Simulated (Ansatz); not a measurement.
The first iterations of a band of BCl2F + BrH (6 atoms, charge 0, multiplicity 1).

Theory: Ansatz, RKS PBE-D4/def2-SVP.

```yaml
movable_images: 7
climbing_image: yes
spring: 5.0 eV/Å²
optimiser: quadratic models (default)
start_path: through a guess of the saddle point
force_threshold: 0.05 eV/Å
iteration_limit: 60
end_points: relaxed
```

Initial state:

```xyz
6
Properties=species:S:1:pos:R:3
B 0.003 0.353 -0.124
F 0.011 0.497 1.201
Cl 1.528 0.335 -0.984
Cl -1.533 0.237 -0.955
Br 0.084 -2.933 1.133
H 0.051 -1.774 1.981
```

Final state:

```xyz
6
Properties=species:S:1:pos:R:3
B 0.021 -0.605 -0.462
F 0.014 0.192 2.089
Cl 1.521 0.180 -0.885
Cl -1.522 0.100 -0.868
Br 0.072 -2.402 0.278
H 0.039 -0.749 2.101
```

| iteration | highest image above the first end (eV) | largest band force component (eV/Å) |
| --- | --- | --- |
| 1 | 2.715 | 5.886 |
| 2 | 1.244 | 2.366 |
| 3 | 1.095 | 1.785 |
| 4 | 1.148 | 2.387 |
| 5 | 1.062 | 1.551 |
| 6 | 1.036 | 0.940 |

Problem. Does the band converge within its limit, and where does its top end?

Solution. The forces met the threshold. It ended after 20 iterations with the highest image 1.034 eV above the first end. A vibrational analysis at the climbing image gives one clearly imaginary mode, 585i cm⁻¹: a first-order saddle point. The orbitals stay closed-shell, which can raise the energy where a bond breaks towards radicals; this wasn't checked here.

Time of the run: 4 min on 2 threads of Arm Neoverse V2, with other jobs on the host, peak memory 0.14 GiB.
